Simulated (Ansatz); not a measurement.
Relaxation of AlClFHO (5 atoms, charge 0, multiplicity 1), to a largest force component of 0.015 eV/Å in at most 40 steps.

Method: RKS PBE0/def2-SVP in Ansatz.

```xyz
5
Properties=species:S:1:pos:R:3:forces:R:3
O -0.007 1.401 -0.192 0.07 -2.41 0.43
Al -0.188 -0.337 0.220 -0.82 -0.13 -1.01
F -0.890 -1.450 -0.977 1.23 1.81 2.07
Cl 0.334 -1.067 2.202 -0.38 0.43 -1.45
H 0.843 1.531 -0.632 -0.10 0.30 -0.04
```

**Question.** Where does it end, and by what steps?

**Answer.** It converged. After 12 steps the energy has fallen by 0.598 eV; O1 moved furthest, 0.52 Å.

| step | energy less start (eV) | largest force component (eV/Å) | accepted |
| --- | --- | --- | --- |
| 0 | 0.0000 | 2.406 | yes |
| 1 | -0.3299 | 1.482 | yes |
| 2 | -0.4325 | 0.571 | yes |
| 3 | -0.4563 | 1.119 | yes |
| 4 | -0.4935 | 0.639 | yes |
| 5 | -0.4546 | 1.819 | no |
| 6 | -0.5197 | 0.304 | yes |
| 7 | -0.5497 | 0.353 | yes |
| 8 | -0.5902 | 0.204 | yes |
| 9 | -0.5969 | 0.048 | yes |
| 10 | -0.5978 | 0.046 | yes |
| 11 | -0.5984 | 0.017 | yes |
| 12 | -0.5984 | 0.001 | yes |

```xyz
5
Properties=species:S:1:pos:R:3
O 0.455 1.201 -0.048
Al -0.093 -0.356 0.273
F -0.797 -1.289 -0.899
Cl 0.117 -1.135 2.184
H 0.409 1.657 -0.889
```

Whether the end is a true minimum wasn't checked by a vibrational analysis.

Run time: 28 s on 1 thread of Intel(R) Xeon(R) Platinum 8375C CPU @ 2.90GHz (Ice Lake), on a shared host, peak memory 0.17 GiB.
